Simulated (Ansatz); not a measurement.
Ru4⁺. Charge 1, multiplicity 4. Geometry PBE-D4/def2-SVP; atoms count from 1.

Cartesian coordinates in Å:
```
Ru 0.077 0.569 -1.389
Ru -0.241 -1.374 0.558
Ru 1.444 0.153 0.389
Ru -1.280 0.652 0.442
```

In the def2 sets Ru takes a core potential; there is no spin–orbit coupling. The charge 1 quartet is spin-contaminated (final ⟨S²⟩ up to 5.13, 3.75 for a pure state). At PBE0-D4/def2-TZVP a doublet of charge 1 lies 0.37 eV below the quartet, each at its own geometry. The structure comes from a short search, and lower isomers may exist.

**Question.** Estimate the Mulliken populations from the PBE0/def2-TZVP orbitals of Ansatz.

**Answer.** 
```
atom  charge (e)  spin (α − β)  d electrons
 Ru1        0.25          0.75         6.93
 Ru2        0.25          0.75         6.93
 Ru3        0.25          0.75         6.93
 Ru4        0.25          0.75         6.93
```
Mulliken values depend strongly on the basis.

**Question.** Where does the spin sit?

**Answer.** Summed by element: Ru 3.00, of 3 unpaired in all. Largest on single atoms: Ru1 0.75, Ru4 0.75, Ru2 0.75.

**Question.** And the Mayer bond orders between heavy atoms (over 0.3)?

**Answer.** Ru1–Ru2 0.78 (2.77 Å); Ru1–Ru3 1.66 (2.28 Å); Ru1–Ru4 1.66 (2.28 Å); Ru2–Ru3 1.66 (2.28 Å); Ru2–Ru4 1.66 (2.28 Å); Ru3–Ru4 0.78 (2.77 Å).
